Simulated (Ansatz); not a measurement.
This geometry of C$_{2}$H$_{6}$BNO$_{2}$ (12 atoms, charge 0, multiplicity 1) is a first-order saddle point.

Method: RKS PBE-D4/def2-SVP in Ansatz.

```xyz
12
Properties=species:S:1:pos:R:3
N -2.185 0.136 1.659
C -0.940 0.391 1.686
O -0.058 -0.322 0.934
C 0.190 0.193 -0.379
B 1.150 -0.761 -1.193
O 1.560 -0.322 -2.414
H -2.672 0.756 2.327
H -0.446 1.170 2.323
H 0.621 1.226 -0.334
H -0.772 0.296 -0.940
H 1.501 -1.849 -0.763
H 2.128 -0.968 -2.870
```

Question: Which two structures does it join? (They come from a converged band through this point; their orientation in space is the band's.)

Answer: No bond is made or broken. The dihedral N1–C2–O3–C4 goes from 0 to -178°.

Initial state:

```xyz
12
Properties=species:S:1:pos:R:3
N -1.820 1.014 1.286
C -0.901 0.262 1.758
O 0.080 -0.269 1.007
C 0.050 0.054 -0.396
B 1.244 -0.643 -1.153
O 1.356 -0.392 -2.486
H -2.456 1.299 2.044
H -0.763 -0.064 2.813
H 0.070 1.161 -0.531
H -0.932 -0.244 -0.833
H 2.039 -1.380 -0.587
H 2.110 -0.857 -2.888
```

Final state:

```xyz
12
Properties=species:S:1:pos:R:3
N -1.186 0.406 2.799
C -1.098 0.460 1.529
O -0.015 -0.054 0.902
C 0.034 0.091 -0.519
B 1.287 -0.663 -1.122
O 1.503 -0.513 -2.456
H -2.077 0.835 3.088
H -1.849 0.900 0.824
H 0.068 1.169 -0.813
H -0.890 -0.321 -0.998
H 2.021 -1.355 -0.435
H 2.280 -1.012 -2.765
```

Question: How far does it lie above each of them?

Answer: 49.0 kJ/mol above the first and 24.9 kJ/mol above the second. This is the barrier of this one path; another mechanism may lie lower.

Run time: 2.6 min on 2 threads of Arm Neoverse V2 (shared host), peak memory 0.15 GiB.
